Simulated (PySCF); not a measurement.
Compounds:
1. `InChI=1S/C6H8FNO/c1-4(2)5(7)3-6(8)9/h3H,1H2,2H3,(H2,8,9)/b5-3-`
2. pentafluoropropionic acid, C₃HF₅O₂
3. `[SiH3]C[SiH2]N([SiH3])[SiH3]`, CH₁₃NSi₄
4. `Cc1ccc(-n2cncn2)cc1`, C₉H₉N₃
5. SMILES C[P@](=O)(O)c1cccc(F)c1, C₇H₈FO₂P
6. SMILES C=CC(=O)[SiH2]N([SiH3])[SiH3], C₃H₁₁NOSi₃
7. `C=N[SiH2][Si@@H](C#N)OC`, C₃H₈N₂OSi₂

- structure optimised with GFN2-xTB
- PBE0/pcSseg-1 with gauge-including orbitals
- code: PySCF 2.14.0 with density-fitted response routines
- one conformer, one averaged value for each set of equivalent atoms, in vacuum, relativity neglected

Referencing at the same level of theory: 1H (σ = 31.72 ppm) and 13C (σ = 186.93 ppm) against TMS. Acid and N–H amide carbonyl carbons lie up to 10 ppm further downfield in solution (hydrogen bonding). Shifts are as computed. Against solution values, carbons near 30 ppm lie about +3 ppm off and those near 130 ppm about +5 ppm. Of 1211 compounds with measured shifts, 218 miss one by over three times the rms of a fit or turn the order of signals round; such compounds aren't used in these exercises. Groups on amide-type nitrogens are kept apart (slow C–N rotation). OH and NH positions are gas-phase values without hydrogen bonding to other molecules.

**Question.** Which show a 13C signal below 10 ppm?

**Answer.** 3 (-9.6: sp3 CH2 bonded to 2 Si).

**Question.** Which show a 1H signal between 3 and 4.5 ppm from a carbon-bound hydrogen?

**Answer.** 7 (3.84: hydrogen on a methyl carbon bonded to O).

**Question.** Which show a 13C signal above 185 ppm?

**Answer.** 6 (239.0: carbonyl carbon).

**Question.** Which give exactly 1 13C signal?

**Answer.** 3 (δ -9.6).
